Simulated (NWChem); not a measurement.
System: CH5FOSi; SMILES [SiH2](O)CF

Here is an NWChem input.

```
start job
memory heap 200 mb stack 900 mb global 1100 mb
geometry units angstroms noautosym nocenter noautoz
  O     -0.964108     1.443803    -0.278191
  Si     0.477311     0.719598     0.135614
  C      0.508164    -1.102930    -0.404839
  F     -0.529866    -1.763524     0.283660
  H     -1.758491     1.045318     0.104994
  H      1.535892     1.479354    -0.575659
  H      0.716836     0.743421     1.605665
  H      1.456964    -1.600198    -0.158729
  H      0.335115    -1.228478    -1.481862
end
basis spherical
  * library pcsseg-1
end
dft
  xc pbe0
  iterations 150
end
property
  shielding
end
task dft property
```

Output (shortened):

```
             Northwest Computational Chemistry Package (NWChem) 7.3.0
             --------------------------------------------------------

                             Geometry "geometry" -> ""
                             -------------------------

 Output coordinates in angstroms (scale by  1.889725989 to convert to a.u.)

  No.       Tag          Charge          X              Y              Z
 ---- ---------------- ---------- -------------- -------------- --------------
    1 O                    8.0000    -0.96410800     1.44380300    -0.27819100
    2 Si                  14.0000     0.47731100     0.71959800     0.13561400
    3 C                    6.0000     0.50816400    -1.10293000    -0.40483900
    4 F                    9.0000    -0.52986600    -1.76352400     0.28366000
    5 H                    1.0000    -1.75849100     1.04531800     0.10499400
    6 H                    1.0000     1.53589200     1.47935400    -0.57565900
    7 H                    1.0000     0.71683600     0.74342100     1.60566500
    8 H                    1.0000     1.45696400    -1.60019800    -0.15872900
    9 H                    1.0000     0.33511500    -1.22847800    -1.48186200

 Effective nuclear repulsion energy (a.u.)     173.3148500867

                              NWChem Property Module
                              ----------------------

  itol2e modified to match energy
  convergence criterion.

                                 NWChem DFT Module
                                 -----------------

 Summary of "ao basis" -> "ao basis" (spherical)
 ------------------------------------------------------------------------------
       Tag                 Description            Shells   Functions and Types
 ---------------- ------------------------------  ------  ---------------------
 O                          pcsseg-1                 7       17   3s3p1d
 Si                         pcsseg-1                10       24   4s5p1d
 C                          pcsseg-1                 7       17   3s3p1d
 F                          pcsseg-1                 7       17   3s3p1d
 H                          pcsseg-1                 3        5   2s1p

  itol2e modified to match energy
  convergence criterion.

            General Information
            -------------------
          SCF calculation type: DFT
          Wavefunction type:  closed shell.
          No. of atoms     :     9
          No. of electrons :    42
           Alpha electrons :    21
            Beta electrons :    21
          Charge           :     0
          Spin multiplicity:     1
          Use of symmetry is: off; symmetry adaption is: off
          Maximum number of iterations: 150
          AO basis - number of functions:   100
                     number of shells:    46
          Convergence on energy requested:  1.00D-07
          Convergence on density requested:  1.00D-05
          Convergence on gradient requested:  5.00D-04

              XC Information
              --------------
                         PBE0 Method XC Functional
                     Hartree-Fock (Exact) Exchange  0.250
          PerdewBurkeErnzerhof Exchange Functional  0.750
            Perdew 1991 LDA Correlation Functional  1.000 local
           PerdewBurkeErnz. Correlation Functional  1.000 non-local

[...]

          -----------------------------------------
          Chemical Shielding Tensors (GIAO, in ppm)
          -----------------------------------------

                                NWChem CPHF Module
                                ------------------

  scftype          =     RHF
  nclosed          =       21
  nopen            =        0
  variables        =     1659
  # of vectors     =        3
  tolerance        = 0.10D-03
  level shift      = 0.00D+00
  max iterations   =       50
  max subspace     =       30

 SCF residual:    1.4626535505433315E-004

Iterative solution of linear equations
  No. of variables     1659
  No. of equations        3
  Maximum subspace       30
        Iterations       50
       Convergence  1.0D-04

   iter   nsub   residual    time
   ----  ------  --------  ---------
     1      3    2.87D-01      31.3
     2      6    1.14D-02      35.6
     3      9    1.20D-03      40.1
     4     12    6.41D-05      44.4

      Atom:    1  O
        Diamagnetic
    408.2755     -4.7284      0.6589
     -4.7284    384.7096     -6.0486
      0.6589     -6.0486    377.6711

        Paramagnetic
    -99.9283     23.5188      2.4093
     23.5188    -57.4450     10.1611
      2.4093     10.1611    -47.1299

        Total Shielding Tensor
    308.3473     18.7904      3.0681
     18.7904    327.2646      4.1126
      3.0681      4.1126    330.5412

           isotropic =     322.0510
          anisotropy =      28.8386

          Principal Components and Axis System
                 1           2           3
              341.2767    328.1134    296.7630

      1         0.4773     -0.2144      0.8522
      2         0.7663     -0.3730     -0.5231
      3         0.4300      0.9027     -0.0137

      Atom:    2  Si
        Diamagnetic
    880.8786     -1.3851      1.0143
     -1.3851    882.3345      0.0165
      1.0143      0.0165    875.5777

        Paramagnetic
   -480.7543    -34.1941     27.5736
    -34.1941   -514.2732     -5.6224
     27.5736     -5.6224   -534.6823

        Total Shielding Tensor
    400.1243    -35.5792     28.5879
    -35.5792    368.0613     -5.6060
     28.5879     -5.6060    340.8954

           isotropic =     369.6937
          anisotropy =      92.4585

          Principal Components and Axis System
                 1           2           3
              431.3327    350.8768    326.8716

      1         0.8229      0.3242     -0.4667
      2        -0.4884      0.8232     -0.2894
      3         0.2904      0.4661      0.8357

      Atom:    3  C
        Diamagnetic
    251.8474      4.4916     -5.2720
      4.4916    252.4796     -2.5581
     -5.2720     -2.5581    246.4938

        Paramagnetic
   -132.9501     31.2888    -32.7405
     31.2888   -149.9717    -15.4785
    -32.7405    -15.4785   -161.9247

        Total Shielding Tensor
    118.8973     35.7804    -38.0126
     35.7804    102.5079    -18.0366
    -38.0126    -18.0366     84.5691

           isotropic =     101.9914
          anisotropy =      98.7313

          Principal Components and Axis System
                 1           2           3
              167.8123     78.8803     59.2817

      1         0.7277     -0.3310      0.6008
      2         0.5217      0.8357     -0.1715
      3        -0.4453      0.4382      0.7808

      Atom:    4  F
        Diamagnetic
    477.3285      9.2517    -11.0703
      9.2517    472.1569     -5.1086
    -11.0703     -5.1086    468.8717

        Paramagnetic
    -16.5962    -10.6076     51.6542
    -10.6076     -6.4419      4.9082
     51.6542      4.9082     19.2418

        Total Shielding Tensor
    460.7323     -1.3559     40.5839
     -1.3559    465.7151     -0.2004
     40.5839     -0.2004    488.1135

           isotropic =     471.5203
          anisotropy =      68.6268

          Principal Components and Axis System
                 1           2           3
              517.2715    465.7258    431.5636

      1         0.5833     -0.0126      0.8121
      2        -0.0185      0.9994      0.0288
      3         0.8120      0.0318     -0.5827

      Atom:    5  H
        Diamagnetic
     42.0667      3.9005     -5.9963
      3.9005     25.6224     -3.3073
     -5.9963     -3.3073     22.7402

        Paramagnetic
     -2.8556     -0.1686      0.4872
     -0.1686      0.9798      0.5175
      0.4872      0.5175      1.1863

        Total Shielding Tensor
     39.2111      3.7319     -5.5091
      3.7319     26.6023     -2.7898
     -5.5091     -2.7898     23.9264

           isotropic =      29.9133
          anisotropy =      18.4924

          Principal Components and Axis System
                 1           2           3
               42.2416     25.9165     21.5818

      1         0.9090     -0.3595      0.2110
      2         0.2731      0.8960      0.3502
      3        -0.3150     -0.2607      0.9126

      Atom:    6  H
        Diamagnetic
     31.5957      5.6863     -4.4012
      5.6863     28.6257     -3.3410
     -4.4012     -3.3410     25.1717

        Paramagnetic
     -2.4449     -3.2147      2.7893
     -3.2147     -2.3659      1.7767
      2.7893      1.7767     -0.7247

        Total Shielding Tensor
     29.1508      2.4717     -1.6119
      2.4717     26.2598     -1.5643
     -1.6119     -1.5643     24.4470

           isotropic =      26.6192
          anisotropy =       6.9732

          Principal Components and Axis System
                 1           2           3
               31.2680     25.0523     23.5373

      1         0.8124     -0.5809      0.0503
      2         0.4965      0.7344      0.4628
      3        -0.3058     -0.3510      0.8850

      Atom:    7  H
        Diamagnetic
     23.8603      0.2684      3.5300
      0.2684     24.4226      1.3507
      3.5300      1.3507     36.2088

        Paramagnetic
      0.9628     -0.9618     -0.4357
     -0.9618     -0.1359     -0.8193
     -0.4357     -0.8193     -6.7902

[...]
```

Level: PBE0/pcSseg-1, GIAO. Geometry: optimised at B3LYP/6-31G* (spherical d). The printed shielding anisotropy is the first printed principal value minus the mean of the other two.
